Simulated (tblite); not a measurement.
C₆H₁₂Si₂.
SMILES with atom numbers: `[CH:1]#[C:2][Si@@H:3]([SiH2:4][CH3:5])[CH:6]1[CH2:7][CH2:8]1` (hydrogens: H9 on C1; H10 on Si3; H11, H12 on Si4; H13, H14, H15 on C5; H16 on C6; H17, H18 on C7; H19, H20 on C8)

Computed with GFN2-xTB (tblite), gas phase: L-BFGS steps from a force-field or distance-geometry start until the largest atomic force falls under 0.01 eV/Å.

Step 4: E = -606.4435 eV
```
atom  x, y, z in Å  |  force x, y, z in eV/Å
C1      0.2494    3.4958    0.4615    0.043   0.425   0.183
C2      0.0517    2.4408   -0.0701   -0.205  -0.201  -0.162
Si3    -0.2316    0.8183   -0.8932    0.137   0.027   0.026
Si4     1.5860   -0.5460   -0.6358   -0.056   0.096  -0.156
C5      2.3918   -0.3349    1.0592    0.034  -0.119  -0.149
C6     -1.7933   -0.0091   -0.2704    0.081   0.098  -0.034
C7     -1.8470   -1.4542   -0.6782   -0.165  -0.047  -0.103
C8     -1.7948   -1.0956    0.7616   -0.071  -0.003   0.025
H9      0.4044    4.4301    0.9139    0.059   0.092   0.082
H10    -0.4000    1.0274   -2.3358   -0.188   0.213  -0.132
H11     2.5185   -0.1877   -1.7037    0.222  -0.140  -0.045
H12     1.1889   -1.9418   -0.8409    0.227  -0.171   0.008
H13     3.3507    0.1500    0.9370    0.080   0.146   0.181
H14     2.5729   -1.3085    1.4912    0.056  -0.090   0.266
H15     1.7715    0.2481    1.7333    0.130  -0.019   0.038
H16    -2.7275    0.5339   -0.3603    0.024  -0.014  -0.047
H17    -2.7654   -1.7690   -1.1348   -0.171  -0.410   0.049
H18    -0.9547   -1.9211   -1.0598   -0.143  -0.006  -0.337
H19    -0.8808   -1.3154    1.2943   -0.038   0.016   0.041
H20    -2.6960   -1.2504    1.3279   -0.057   0.108   0.264
```

Step 5: E = -606.5006 eV
```
atom  x, y, z in Å  |  force x, y, z in eV/Å
C1      0.2481    3.5046    0.4633    0.075   0.591   0.273
C2      0.0390    2.4518   -0.0698   -0.169  -0.196  -0.145
Si3    -0.2289    0.8240   -0.8951    0.101   0.117  -0.186
Si4     1.5864   -0.5425   -0.6463    0.090  -0.165  -0.218
C5      2.3960   -0.3458    1.0458    0.199  -0.060   0.379
C6     -1.7852   -0.0048   -0.2666   -0.253  -0.257  -0.158
C7     -1.8605   -1.4526   -0.6846   -0.073  -0.070  -0.049
C8     -1.8027   -1.1060    0.7543   -0.090   0.235   0.216
H9      0.4104    4.4428    0.9233    0.005  -0.163  -0.052
H10    -0.4161    1.0460   -2.3481   -0.139   0.165   0.096
H11     2.5402   -0.1994   -1.7101    0.114  -0.135   0.032
H12     1.2091   -1.9582   -0.8403    0.214   0.043   0.018
H13     3.3521    0.1635    0.9557   -0.002  -0.059   0.042
H14     2.5760   -1.3137    1.5158    0.041   0.152  -0.039
H15     1.7898    0.2430    1.7335    0.008  -0.058  -0.071
H16    -2.7214    0.5304   -0.3660    0.000   0.086  -0.002
H17    -2.7711   -1.8073   -1.1265   -0.264  -0.176   0.030
H18    -0.9789   -1.9181   -1.0875    0.012  -0.040  -0.248
H19    -0.8940   -1.3092    1.2947    0.135  -0.096   0.052
H20    -2.6936   -1.2379    1.3514   -0.003   0.085   0.030
```

Problem. Estimate the geometry and energy of step 6. (The exact step hangs on the optimiser's Hessian estimate; all steps are aligned on step 5, rigid shifts and turns removed.)

Solution. E = -606.5203 eV, largest force 0.407 eV/Å
```
atom  x, y, z in Å  |  force x, y, z in eV/Å
C1      0.2476    3.5117    0.4654    0.021   0.303   0.133
C2      0.0316    2.4581   -0.0696   -0.106   0.005  -0.037
Si3    -0.2267    0.8281   -0.8987    0.024   0.091  -0.169
Si4     1.5885   -0.5435   -0.6536    0.170  -0.188  -0.092
C5      2.4007   -0.3508    1.0450    0.158  -0.012   0.356
C6     -1.7848   -0.0074   -0.2672   -0.268  -0.177  -0.250
C7     -1.8677   -1.4525   -0.6873   -0.075  -0.203  -0.071
C8     -1.8069   -1.1069    0.7530   -0.017   0.215   0.287
H9      0.4133    4.4474    0.9274    0.002  -0.140  -0.045
H10    -0.4254    1.0568   -2.3522   -0.121   0.151   0.141
H11     2.5516   -0.2066   -1.7124    0.088  -0.125   0.042
H12     1.2212   -1.9649   -0.8398    0.191   0.083   0.013
H13     3.3526    0.1684    0.9645    0.022  -0.114  -0.010
H14     2.5782   -1.3142    1.5262    0.058   0.151  -0.107
H15     1.7979    0.2399    1.7326   -0.075  -0.039  -0.065
H16    -2.7191    0.5304   -0.3686   -0.010   0.108   0.011
H17    -2.7775   -1.8267   -1.1224   -0.215  -0.052   0.066
H18    -0.9894   -1.9173   -1.1034    0.003  -0.020  -0.160
H19    -0.8979   -1.3079    1.2956    0.133  -0.109   0.020
H20    -2.6930   -1.2312    1.3624    0.016   0.073  -0.063
```

The energy changes by -0.0197 eV. The first-order estimate −F·Δx gives -0.0257 eV and the mean of the old and new forces, exact on a quadratic surface, -0.0197 eV. The step makes an angle of 64° with the force vector and moves no atom by more than 0.021 Å.

What follows is the cost of the whole relaxation. Hardware: Arm Neoverse N1, one thread, no GPU, shared host with 64 logical CPUs at a one-minute load of 52. Cost: 1.9 s.
